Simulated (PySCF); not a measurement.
C₅H₉B, SMILES C1=CB(C)CC1. Atoms are numbered in the order given.

```xyz
15

C      2.3551     0.1800     0.1022
B      0.7917     0.0842    -0.0024
C     -0.2093     1.2207    -0.3406
C     -1.4674     0.7231    -0.2628
C     -1.5562    -0.7309     0.1142
C     -0.0939    -1.2052     0.2754
H      2.5926     0.5456     1.1215
H      2.7954     0.9143    -0.5922
H      2.8751    -0.7844    -0.0127
H     -0.0176     2.2654    -0.6046
H     -2.3801     1.3038    -0.4512
H     -2.1135    -1.2967    -0.6553
H     -2.1488    -0.8493     1.0405
H      0.1625    -2.0106    -0.4372
H      0.1057    -1.6351     1.2734
```
Charge 0, spin multiplicity 1.

The structure is a stationary point at B3LYP-D3(BJ)/def2-SVP. Other conformers were not sampled.

The numbers are results of PBE/pcSseg-1 (PySCF), not measurements.

GIAO shieldings, no solvent; atoms listed in one row are averaged. δ = σ(ref) − σ: ¹³C against TMS (σ = 182.0 ppm); ¹¹B against BF3 (σ = 83.9 ppm); ¹H against TMS (σ = 31.49 ppm), references at their B3LYP-D3(BJ)/def2-TZVP geometries, non-relativistic.

Question: Estimate the chemical shifts. (Estimate from the structure and the level; the computed values follow.)

Answer: 
| nucleus | atoms | count | δ (ppm) |
|---|---|---|---|
| ¹³C | C4 | 1 | 188.5 |
| ¹³C | C3 | 1 | 150.5 |
| ¹³C | C5 | 1 | 45.5 |
| ¹³C | C6 | 1 | 30.9 |
| ¹³C | C1 | 1 | 10.2 |
| ¹¹B | B2 | 1 | 68.9 |
| ¹H | H11 | 1 | 8.39 |
| ¹H | H10 | 1 | 7.14 |
| ¹H | H12, H13 | 2 | 2.90 |
| ¹H | H15 | 1 | 1.75 |
| ¹H | H14 | 1 | 1.64 |
| ¹H | H7, H8, H9 | 3 | 1.38 |
